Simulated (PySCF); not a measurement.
Geometry:
| atom | x (Å) | y (Å) | z (Å) |
| --- | --- | --- | --- |
| C1 | -0.371 | 2.823 | 0.841 |
| C2 | -0.617 | 1.750 | 0.332 |
| C3 | -0.898 | 0.458 | -0.265 |
| C4 | -1.930 | -0.371 | 0.474 |
| C5 | -1.684 | -1.672 | 0.684 |
| C6 | -0.389 | -2.270 | 0.203 |
| Si7 | 0.595 | -0.749 | -0.303 |
| O8 | 1.742 | -0.440 | 0.851 |
| C9 | 2.728 | 0.556 | 0.805 |
| H10 | -0.158 | 3.777 | 1.285 |
| H11 | -1.231 | 0.620 | -1.310 |
| H12 | -2.854 | 0.106 | 0.816 |
| H13 | -2.417 | -2.300 | 1.201 |
| H14 | -0.550 | -2.962 | -0.642 |
| H15 | 0.123 | -2.849 | 0.990 |
| H16 | 1.246 | -0.777 | -1.651 |
| H17 | 3.532 | 0.290 | 1.509 |
| H18 | 3.175 | 0.653 | -0.202 |
| H19 | 2.318 | 1.537 | 1.096 |

Geometry: PBE0-D3(BJ)/def2-SVP; GIAO shifts from PySCF 2.14, gas phase, non-relativistic, averaged over equivalent atoms.

At HF/pcSseg-1 (210 basis functions, 36 s wall time on 1 thread of an AMD EPYC, shared host):
```tsv
atoms	δ (ppm)
C4	141.2
C5	139.4
C2	86.3
C1	76.8
C9	49.3
C3	14.4
C6	13.4
Si7	8.7
O8	-11.3
H13	6.05
H12	5.94
H16	4.59
H17/H18/H19	3.65
H10	2.37
H11	1.87
H15	1.30
H14	1.04
```

δ = σ(ref) − σ, references computed at the same level: TMS for ¹³C (σref 190.85), ²⁹Si (σref 393.43), ¹H (σref 31.69); ¹⁷O (σref 333.31) vs H2O.

What do these become at PBE0/pcSseg-1?

Answers


```
      atoms  δ at PBE0/pcSseg-1  change
         C4               141.6    +0.4
         C5               139.5    +0.1
         C2                86.4    +0.1
         C1                73.5    -3.3
         C9                54.8    +5.5
         C3                24.0    +9.6
         C6                19.7    +6.3
        Si7                16.4    +7.7
         O8                18.7   +30.0
        H13                6.06   +0.01
        H12                5.97   +0.03
        H16                5.20   +0.61
H17/H18/H19                3.90   +0.25
        H10                1.83   -0.54
        H11                2.39   +0.52
        H15                1.60   +0.30
        H14                1.39   +0.35
```

Shifts are taken against calculated references (same method and geometry level): ¹³C (184.41 ppm) and ²⁹Si (351.99 ppm) and ¹H (31.27 ppm) against TMS; ¹⁷O (334.56 ppm) vs H2O.

The largest change is at O8 (oxygen bonded to C, Si). Cost: 210 basis functions, 120 s wall time on 1 thread of an AMD EPYC, shared host. The order of the carbon signals is the same at both levels.

Experimental scales use liquid or dissolved standards, which lie at an offset from isolated H2O (liquid H2O: subtract about 36 ppm).
